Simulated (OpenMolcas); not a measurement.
What dynamic correlation does to the levels of Cr III

```json
{"Program": "OpenMolcas 26.06", "Basis": "ANO-RCC-VQZP [7s6p4d3f2g1h]", "Scalar Hamiltonian": "DKH2, point nucleus", "Active space": "10 electrons in 8 orbitals (RAS1 3p, at most 2 holes; RAS2 3d)", "State averaging": "2S+1 = 5 even, 5 roots; 2S+1 = 3 even, 45 roots; 2S+1 = 1 even, 44 roots", "Spin-orbit coupling": "state interaction with AMFI integrals over the reference wave functions, term energies averaged over their components"}
```

Methods on the same reference wave functions:
A. RASSCF
B. SS-RASPT2, IPEA 0.25 Eh, imaginary shift 0.1 Eh (closed shells correlated: 3s)
C. MS-RASPT2, IPEA 0.25 Eh, imaginary shift 0.1 Eh (closed shells correlated: 3s)

Energies in cm⁻¹ above 3d⁴ ⁵D₀, the measured ground level; measured values from Sugar and Corliss, J. Phys. Chem. Ref. Data 6, 317 (1977).

```json
{"Level": "3d⁴ ⁵D₀", "A": "0.0", "B": "0.0", "C": "0.0", "Measured": "0.0"}
{"Level": "3d⁴ ⁵D₁", "A": "69.4", "B": "69.9", "C": "69.9", "Measured": "62.2"}
{"Level": "3d⁴ ⁵D₂", "A": "206", "B": "207", "C": "207", "Measured": "183"}
{"Level": "3d⁴ ⁵D₃", "A": "404", "B": "405", "C": "405", "Measured": "357"}
{"Level": "3d⁴ ⁵D₄", "A": "659", "B": "659", "C": "659", "Measured": "576"}
{"Level": "3d⁴ ³P₀(1)", "A": "18753", "B": "16680", "C": "16670", "Measured": "16771"}
{"Level": "3d⁴ ³P₁(1)", "A": "19165", "B": "17100", "C": "17090", "Measured": "17169"}
{"Level": "3d⁴ ³P₂(1)", "A": "19911", "B": "17840", "C": "17830", "Measured": "17851"}
{"Level": "3d⁴ ³H₄", "A": "21692", "B": "17060", "C": "17060", "Measured": "17274"}
{"Level": "3d⁴ ³F₂(1)", "A": "21840", "B": "18490", "C": "18490", "Measured": "18452"}
{"Level": "3d⁴ ³H₅", "A": "21843", "B": "17200", "C": "17200", "Measured": "17397"}
{"Level": "3d⁴ ³F₃(1)", "A": "21923", "B": "18560", "C": "18550", "Measured": "18511"}
{"Level": "3d⁴ ³H₆", "A": "22008", "B": "17370", "C": "17370", "Measured": "17531"}
{"Level": "3d⁴ ³F₄(1)", "A": "22030", "B": "18650", "C": "18640", "Measured": "18583"}
{"Level": "3d⁴ ³G₃", "A": "25715", "B": "20870", "C": "20870", "Measured": "20704"}
{"Level": "3d⁴ ³G₄", "A": "25890", "B": "21050", "C": "21050", "Measured": "20853"}
{"Level": "3d⁴ ³G₅", "A": "26068", "B": "21210", "C": "21210", "Measured": "20996"}
{"Level": "3d⁴ ¹G₄(1)", "A": "30523", "B": "25580", "C": "25570", "Measured": "25139"}
{"Level": "3d⁴ ³D₃", "A": "31485", "B": "26360", "C": "26360", "Measured": "25726"}
{"Level": "3d⁴ ³D₂", "A": "31535", "B": "26410", "C": "26410", "Measured": "25781"}
{"Level": "3d⁴ ³D₁", "A": "31596", "B": "26470", "C": "26470", "Measured": "25848"}
{"Level": "3d⁴ ¹I₆", "A": "32543", "B": "25640", "C": "25640", "Measured": "26015"}
{"Level": "3d⁴ ¹S₀", "A": "32613", "B": "28180", "C": "28180", "Measured": "27372"}
{"Level": "3d⁴ ¹D₂", "A": "36715", "B": "32520", "C": "32520", "Measured": "32152"}
```

Deviations, from unrounded energies. A percentage is the sum of absolute deviations over the sum of measured energies, with the sign that they share, or ± where signs differ.

```csv
Against measurement,Levels,A,B,C
mean absolute deviation (cm-1),23,3600,240,240
fine structure of the ground term (%),4,+13.5,+13.8,+13.7
other terms of the ground configuration (%),19,+20.4,±1.3,±1.3
```

B, C lie about equally close to measurement and A furthest from it. The largest miss of B in the table is 3d⁴ ¹S₀, by +810 cm-1. The ranking rests on the paired levels alone, and a cruder setting can come out closer through cancelling errors.

Between B and C the level of the table that moves most is 3d⁴ ³P₂(1), by 17 cm-1 (lowest in C, highest in B). Moves below CASPT2's spread within the term are not significant.

The two smallest mean deviations differ by little beside CASPT2's spread within terms, so their order carries little weight.

From A to B the spin-free energies of the other terms of 3d⁴ shown, above ⁵D, scale by factors of 0.78 to 0.89, as is usual when dynamic correlation screens the repulsion within a d or f shell.

The lowest spin-free term lies below A's lowest term by 0.392 hartree in B, 0.392 hartree in C.

CASPT2 breaks the degeneracy within a term, and the mean is taken; among the terms shown or strongly mixed into the levels shown the widest spread is 1500 cm-1 (3d⁴ ¹I, C). Active for correlation alone: 3p; no level in the range computed is led by a configuration that opens it, so any true level of that kind is missing. The CASPT2 spread within a term exceeds the gap to the next term for 3d⁴ ¹G(1) and 3d⁴ ¹I, so the order of their levels is uncertain (figures for B; the like holds for C). Without dynamic correlation excited terms often stand tens of per cent too high (terms of higher spin than the ground term too low), and those without a measured partner can miss by more than the paired ones (holds for A). Measured partners are found by configuration, term and J. A level has none where our copy of the source lacks it or the pairing is in doubt (some pairs that miss far off the trend of their configuration count as doubtful), and it then counts in no deviation. Only configurations of the active space appear. The table leaves out levels that lie high or whose names do not pair safely across all columns.

A number in round brackets counts repeated terms of one configuration in the order of the reference energies.
